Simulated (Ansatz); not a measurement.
One change: `C[CH2][AlH][CH2]C` becomes `C[CH2][AlH][Br]`.

Ansatz, PBE0-D4/def2-TZVP geometries, multiplicity 1. Each molecule was computed in one conformer, which needn't be the lowest.

Scalar relativity is left out up to krypton.

```json
{"property": "HOMO energy (ωB97M-V/def2-TZVPP) / eV", "`C[CH2][AlH][CH2]C`": "-9.30"}
{"property": "HOMO–LUMO gap (PBE/def2-TZVPP) / eV", "`C[CH2][AlH][CH2]C`": "4.25"}
{"property": "LUMO energy (PBE0/def2-TZVPP) / eV", "`C[CH2][AlH][CH2]C`": "-0.82"}
{"property": "HOMO–LUMO gap (ωB97M-V/def2-TZVPP) / eV", "`C[CH2][AlH][CH2]C`": "9.99"}
{"property": "HOMO energy (PBE0/def2-TZVPP) / eV", "`C[CH2][AlH][CH2]C`": "-7.08"}
{"property": "size of the dipole moment (ωB97M-V/def2-TZVPP) / D", "`C[CH2][AlH][CH2]C`": "0.63"}
```

Question: Give the same properties after the change, and the shifts. (An estimate is asked.)

Answer: Computed: 
| property | `C[CH2][AlH][Br]` | shift |
| --- | --- | --- |
| HOMO energy (ωB97M-V/def2-TZVPP) / eV | -9.94 | -0.64 |
| HOMO–LUMO gap (PBE/def2-TZVPP) / eV | 4.52 | 0.27 |
| LUMO energy (PBE0/def2-TZVPP) / eV | -1.25 | -0.43 |
| HOMO–LUMO gap (ωB97M-V/def2-TZVPP) / eV | 10.30 | 0.31 |
| HOMO energy (PBE0/def2-TZVPP) / eV | -7.75 | -0.67 |
| size of the dipole moment (ωB97M-V/def2-TZVPP) / D | 1.94 | 1.31 |

With PBE0 the HOMO falls by 0.67 eV and the LUMO falls by 0.43 eV, so the gap widens by about 0.24 eV. PBE moves the HOMO by -0.66 eV and ωB97M-V by -0.64 eV. The zero-point energy changes by -165.3 kJ/mol with -18 modes. Dipoles are sizes alone; their direction can turn.

Spin–orbit coupling is left out; it splits and shifts lone-pair levels of the heavy atoms by tenths of an eV.
